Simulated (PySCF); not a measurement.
# Si2H5ClO

Si2H5ClO is a small molecule, neutral, singlet. The structure, one conformer, was relaxed in the gas phase by PBE0-D3(BJ)/def2-SVP. No frequency run checks that it is a minimum.

SMILES: O[SiH]([SiH3])Cl

Coordinates in Å:
```
Si1     0.789    0.284    0.274
Si2    -1.495   -0.025   -0.092
O3      1.514   -1.187    0.033
Cl4     1.486    1.674   -1.111
H5      1.137    0.851    1.611
H6     -2.038   -1.067    0.833
H7     -1.709   -0.448   -1.507
H8     -2.203    1.267    0.154
H9      2.474   -1.226    0.088
```

Shieldings: GIAO PBE0/pcSseg-2. Shifts are against computed references at the same level: H TMS (σ 31.24 ppm), Si TMS (σ 341.3 ppm). Core levels by delta-SCF with SCAN, pcX-2 on the ionised atom and pcseg-1 elsewhere, spin-free X2C (2p3/2 is the spin-free 2p value less a third of a first-order spin-orbit splitting); from the vacuum level, for chosen atoms.

(1) Give the shieldings and core levels atom by atom.

(2) Which of Si1, Si2 holds its core electrons tightest, and by how much against the loosest?

(3) By CAM-B3LYP/def2-SVPD (TDDFT singlets, Tamm-Dancoff triplets, ionisation by delta-SCF), where does absorption start, and what does vertical ionisation take?

## Answers

(1) 
| atoms | bonded to | σ (ppm) | δ (ppm) | core level (eV) |
| --- | --- | --- | --- | --- |
| Si1 | 1 Cl + 1 O + 1 Si + 1 H | 334.2 | 7.1 | 2p3/2 108.03 |
| Si2 | 1 Si + 3 H | 448.4 | -107.2 | 2p3/2 106.86 |
| O3 | 1 Si + 1 H | 265.3 | - | 1s 538.98 |
| Cl4 | 1 Si | 863.1 | - | 2p3/2 205.85 |
| H5 | 1 Si | 25.16 | 6.09 | - |
| H6 H7 H8 | 1 Si | 27.68 | 3.56 | - |
| H9 | 1 O | 29.29 | 1.96 | - |

Values are those of this one static structure, with the three H of a rotating XH3 group averaged; atoms that internal rotation interchanges would show their mean in an NMR spectrum.

(2) Si1 (bonded to 1 Cl + 1 O + 1 Si + 1 H), by 1.17 eV over Si2 (bonded to 1 Si + 3 H).

(3) The lowest singlet lies at 6.75 eV (f 0.012), the strongest of the first 6 at 8.05 eV (f 0.286), the lowest triplet at 6.12 eV; vertical ionisation takes 10.40 eV.
